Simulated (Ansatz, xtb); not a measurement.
**Two isomers of C5H8FN**

Structure I: `[H]/N=C(\C)CC(=C)F`, a singlet. Structure II: `C=C(F)/C=C(\C)N`, a singlet. Both are isolated molecules in the gas phase, relaxed with PBE0-D3(BJ)/def2-SVP; the shapes shown needn't be the lowest conformers.

I (Å):

```xyz
15

C    -0.9415    0.2104   -0.9011
C     0.1384    0.7099   -0.3089
C     0.9377    0.1005    0.7947
C     0.7096    0.7506    2.1470
C     1.0862    2.1997    2.2761
F     0.6128    1.9085   -0.6917
N     0.2296    0.0221    3.0704
H    -1.4413    0.7613   -1.6994
H    -1.3349   -0.7566   -0.5892
H     0.6792   -0.9603    0.8967
H     2.0067    0.1798    0.5280
H     0.9097    2.5670    3.2970
H     2.1490    2.3452    2.0235
H     0.5147    2.8173    1.5668
H     0.1294    0.5678    3.9330
```

II (Å):

| atom | x (Å) | y (Å) | z (Å) |
| --- | --- | --- | --- |
| C | 0.2862 | 0.2757 | 0.6696 |
| C | 0.2029 | -0.8619 | -0.0361 |
| C | -0.8007 | -1.8898 | 0.0938 |
| C | -0.8949 | -3.0571 | -0.6004 |
| C | 0.0480 | -3.4895 | -1.6897 |
| F | 1.1408 | -1.0896 | -0.9762 |
| N | -1.8730 | -3.9744 | -0.3056 |
| H | -0.4507 | 0.4981 | 1.4404 |
| H | 1.0913 | 0.9847 | 0.4771 |
| H | -1.5570 | -1.6858 | 0.8567 |
| H | -0.2188 | -4.4887 | -2.0621 |
| H | 0.0337 | -2.7823 | -2.5301 |
| H | 1.0826 | -3.5252 | -1.3244 |
| H | -2.1329 | -4.6334 | -1.0260 |
| H | -2.6324 | -3.6820 | 0.2952 |

Q: Which of the two would you expect CCSD(T)/def2-SVP + ΔMP2/def2-TZVPP electronic energies to favour?

A: CCSD(T)/def2-SVP + ΔMP2/def2-TZVPP gives E(II) − E(I) = +1.50 kcal/mol, slightly favouring structure I, which is too small a margin to settle the true order.

Level by level:

```
                             level              geometry  E(II) − E(I) (kcal/mol)  departure from the last row (kcal/mol)  job, with rough time for the two
                          GFN2-xTB              GFN2-xTB                     −2.70                                   −4.19              optimisation, 0.74 s
                         HF/STO-3G              GFN2-xTB                     +7.50                                   +6.01               single point, 1.9 s
                r2SCAN-D4/def2-SVP              GFN2-xTB                     −5.85                                   −7.34                single point, 13 s
              PBE0-D3(BJ)/def2-SVP  PBE0-D3(BJ)/def2-SVP                     −3.60                                   −5.10             optimisation, 3.3 min
                       HF/def2-SVP  PBE0-D3(BJ)/def2-SVP                     +0.82                                   −0.68           part of the CCSD(T) run
                      MP2/def2-SVP  PBE0-D3(BJ)/def2-SVP                     +1.13                                   −0.37           part of the CCSD(T) run
                  CCSD(T)/def2-SVP  PBE0-D3(BJ)/def2-SVP                     +2.62                                   +1.12                      single point
CCSD(T)/def2-SVP + ΔMP2/def2-TZVPP  PBE0-D3(BJ)/def2-SVP                     +1.50                                                     single point, 3.9 min
```

As drawn, II has 1 C=C, 1 C–N, 1 N–H in place of 1 C=N, 1 C–C, 1 C–H.

GFN2-xTB, r2SCAN-D4/def2-SVP, PBE0-D3(BJ)/def2-SVP put the two in the other order. The largest departure from CCSD(T)/def2-SVP + ΔMP2/def2-TZVPP is that of r2SCAN-D4/def2-SVP, 7.34 kcal/mol. The last row adds to CCSD(T) the change of the MP2 difference between the two basis sets, here −1.12 kcal/mol.

With thermal terms from frequencies at re-optimised GFN2-xTB minima (ideal gas, soft modes damped towards free rotors, one conformer each, 298.15 K, 1 atm): on the last row, ΔE + ΔZPE = +1.32, ΔH = +1.36, ΔG = +1.67 kcal/mol.

The correlated steps freeze 7 core orbitals. Programs: Ansatz 0.2.0, xtb 6.7.1; the last row on 2 threads of Intel(R) Xeon(R) Processor @ 2.50GHz (Skylake/Cascade Lake) on a shared host.
